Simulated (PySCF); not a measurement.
C2H3F3Sn, SMILES C=[CH][Sn]([F])([F])[F]. Atoms are numbered in the order given.

```xyz
9

C      0.0003    -2.7546     0.0000
C      0.8623    -1.7321     0.0000
Sn     0.0475     0.2166     0.0000
F     -1.8702     0.0136     0.0000
F      0.4477     1.3460    -1.5055
F      0.4477     1.3460     1.5055
H     -1.0854    -2.6052     0.0000
H      0.3583    -3.7918     0.0000
H      1.9492    -1.8655     0.0000
```
Charge 0, spin multiplicity 1.

Geometry: r2SCAN-D4/def2-SVP. The structure was generated by enumeration; whether it is a known compound was not checked. The def2 effective core potentials stand for the cores of Sn; spin–orbit coupling is left out. Other conformers were not sampled.

Calculation: B3LYP/def2-TZVP (PySCF).

Symmetry labels are those of the subgroup Cs that the program uses (full group Cs).

Computed valence orbital energies around the gap with their symmetry:
| orbital | symmetry | energy (eV) |
|---|---|---|
| HOMO−7 | A' | -11.46 |
| HOMO−6 | A' | -11.12 |
| HOMO−5 | A" | -11.11 |
| HOMO−4 | A' | -10.94 |
| HOMO−3 | A" | -10.93 |
| HOMO−2 | A" | -10.86 |
| HOMO−1 | A' | -9.77 |
| HOMO | A" | -9.22 |
| LUMO | A' | -2.49 |
| LUMO+1 | A" | -2.03 |
| LUMO+2 | A' | -0.32 |
| LUMO+3 | A" | 0.51 |
